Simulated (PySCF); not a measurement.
A structure optimised at PBE-D3(BJ)/def2-SVP, used in a PySCF frequency run:

```
C
H 1 1.1059
H 1 1.1073 2 110.51
H 1 1.1089 2 109.91 3 -120.78
S 1 1.8295 2 111.08 4 -117.03
Se 5 2.1718 1 103.92 2 -57.87
I 6 2.6180 5 106.13 1 -82.02
```

Question: Write its SMILES and formula.

Answer: CS[Se]I, CH₃ISSe

Question: What are its rotational constants (standard atomic weights)?

Answer: 3.3370, 0.79208, 0.68517 GHz
